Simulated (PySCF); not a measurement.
## Electron correlation in Br⁺ (bromine, charge +1)

[Ar] 3d10 4s2 4p4, high-spin 3P determinant. Computed with PySCF 2.14 in aug-cc-pVTZ-PP with ECP10MDF (6s5p4d2f, 55 functions), with a scalar-relativistic core potential. Frozen: 3s2 3p6 3d10; 6 electrons correlated.

```csv
level,correlation energy (mhartree)
CCSD,-124.77
(T),-3.36
CCSD(T),-128.13
```

Diagnostics: T1 = 0.0072, D1 = 0.0226, largest double amplitude 0.032.

Question: Is a single reference adequate?

Answer: Yes, within this model without spin-orbit coupling: T1 lies below 0.03 and no double amplitude reaches 0.07.
